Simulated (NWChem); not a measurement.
# C$_{3}$H$_{8}$BeO; SMILES C[CH](C)[Be][OH]

```xyz
13

Be    -0.0202     1.1195    -0.2642
C      0.0049    -0.5755    -0.4233
C     -1.2525    -1.2522     0.1661
C      1.2859    -1.2125     0.1597
H      0.0056    -0.7838    -1.5075
H     -1.2341    -2.3422     0.0129
H     -1.3315    -1.0870     1.2492
H     -2.1779    -0.8759    -0.2879
H      2.1970    -0.8064    -0.2977
H      1.3016    -2.3024     0.0053
H      1.3643    -1.0461     1.2427
O     -0.0432     2.5350    -0.1956
H     -0.0213     3.1414     0.5475
```
Atoms are numbered in this order, from 1.

Structure relaxed at the B3LYP/6-31G* (spherical d) level.

Give the principal values of the shielding tensors (ppm) of Be1, C2, C3, C4, O12 from BHandHLYP/pcSseg-1, GIAO (NWChem), with their diamagnetic and paramagnetic parts as GIAO splits them.


```
atom    σ11    σ22    σ33  isotropic  diamagnetic  paramagnetic
----  -----  -----  -----  ---------  -----------  ------------
Be1    70.0   70.4  160.9      100.5        145.4         -45.0
C2    169.0  179.5  185.8      178.1        248.2         -70.0
C3    148.5  157.9  184.8      163.7        247.4         -83.7
C4    148.4  157.9  184.8      163.7        247.5         -83.7
O12   219.7  268.1  387.0      291.6        392.5        -100.9
```
